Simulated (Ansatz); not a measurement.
Frontier orbitals of B$_{2}$F$_{4}$H$_{4}$N$_{2}$ (`F[B-]1(F)[NH2+][B-](F)(F)[NH2+]1`).

```xyz
12

F    -1.436   -0.497    1.545
B    -0.411   -0.767    0.689
F     0.079   -2.038    0.729
N     0.757    0.318    0.807
B     0.412    0.767   -0.689
F    -0.075    2.038   -0.733
F     1.437    0.492   -1.544
N    -0.758   -0.317   -0.806
H     0.598    1.033    1.507
H     1.684   -0.072    0.925
H    -1.685    0.075   -0.923
H    -0.602   -1.031   -1.507
```

Charge 0, multiplicity 1. Geometry: relaxed with PBE0-D4/def2-TZVP. Basis def2-TZVPP, Ansatz 0.2.0.

Orbital energies of one run (eV). Highest occupied ones, from the top: -8.19, -8.91, -9.29, -9.30, -9.35, -9.56, -9.77, -10.12, -11.46, -11.57, -11.72, -12.22, -12.47, -13.05. Empty: -0.51, 0.31, 0.63, 1.54, 1.56, 1.81.

**Question.** Which functional gave them?
A. PBE0
B. r2SCANh
C. B3LYP
D. LDA (SPW92)

**Answer.** D. HOMO energies: LDA (SPW92) -8.19, PBE0 -9.75, B3LYP -9.50, r2SCANh -9.05 eV.

B3LYP here is the variant with VWN-RPA as its local correlation; programs differ in this.
